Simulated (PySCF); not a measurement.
Se(SH)(GeH3) (GeH₄SSe), SMILES S[Se][GeH3].

Coordinates come from a PBE-D3(BJ)/def2-SVP optimisation. This is a generated structure with no PubChem entry under its InChIKey; it may be hypothetical. The values are those of a single conformer.

Level of theory: PBE0/def2-TZVPD (PySCF).

Isolated molecule, no solvent.

- total energy = -4878.50351 hartree
- highest occupied level = -7.08 eV
- lowest empty level = -1.75 eV
- orbital gap = 5.32 eV
- dipole moment = 1.41 D
- quadrupole, principal values (traceless, Buckingham form, about the centre of nuclear charge) = -2.67, -1.51, 4.18 D·Å
- mean static polarisability = 86.6 bohr³ (12.83 Å³)
- polarisability, principal values = 69.2, 82.7, 107.9 bohr³
